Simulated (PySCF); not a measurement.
2-hydroxy-3H-oxaborole (C3H5BO2), SMILES OB1CC=CO1.

Geometry: PBE-D3(BJ)/def2-SVP. The values are those of a single conformer.

Two levels are set side by side: TDA-PBE/def2-SVPD (PySCF) and TDA-B3LYP/def2-SVPD (PySCF). Vertical, same geometry. The lowest singlet is HOMO→LUMO+1 100 % with PBE and HOMO→LUMO 99 % with the other functional; states are paired by order. Differences are taken from unrounded values.

```
quantity                               TDA-B3LYP
-------------------------------------  ---------
lowest singlet excitation (eV)              5.44
lowest triplet excitation (TDA) (eV)        3.98
first bright state (f over 0.05) (eV)       5.95
its oscillator strength                     0.08
```

**Question.** What does TDA-PBE give, and how far is it from TDA-B3LYP? (The exact figures need the calculation; the answer reports its results.)

**Answer.** 
| quantity | TDA-PBE | TDA-PBE minus TDA-B3LYP |
|---|---|---|
| lowest singlet excitation (eV) | 4.91 | -0.53 |
| lowest triplet excitation (TDA) (eV) | 3.96 | -0.02 |
| first bright state (f over 0.05) (eV) | 5.52 | -0.44 |
| its oscillator strength | 0.06 | -0.02 |

Functionals without exact exchange tend to place singlet excitations lower, as here. Differences between two approximate levels are no errors against the true value.

Rough cost on one machine, each run with all the roots and properties that it gave: TDA-B3LYP against TDA-PBE within a factor of 2.
